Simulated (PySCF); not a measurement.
**How methods differ on the excitation energy of Ar²⁺**

Ar²⁺ [Ne] 3s2 3p4 (3P) → Ar²⁺ [Ne] 3s1 3p4 3d1 (high-spin determinant), as a difference of total energies. Computed with PySCF 2.14 in aug-cc-pCVTZ-DK (8s7p5d3f, 75 functions), with the spin-free X2C one-electron Hamiltonian (Gaussian nucleus). Correlated levels: valence: [Ne] frozen. The calculations carry no spin-orbit coupling.

```tsv
method	excitation energy (eV)
UHF	31.596
MP2 (valence)	32.122
SCS-MP2 (valence)	32.263
CCSD (valence)	31.366
CCSD(T) (valence)	31.136
```

Question: How much does correlation contribute at CCSD(T) (valence)?

Answer: 31.136 − (31.596) = -0.460 eV, measured against UHF.

The promoted electron is Rydberg-like, and one or two diffuse shells describe it only roughly, which tends to raise the upper state.

The coupled-cluster amplitudes are large for the upper state (T1 above 0.03 or a double amplitude above 0.15), so a single reference is strained.

The determinant of the upper state mixes LS terms, which raises its energy above the lowest term, most at the Hartree-Fock and MP2 levels.
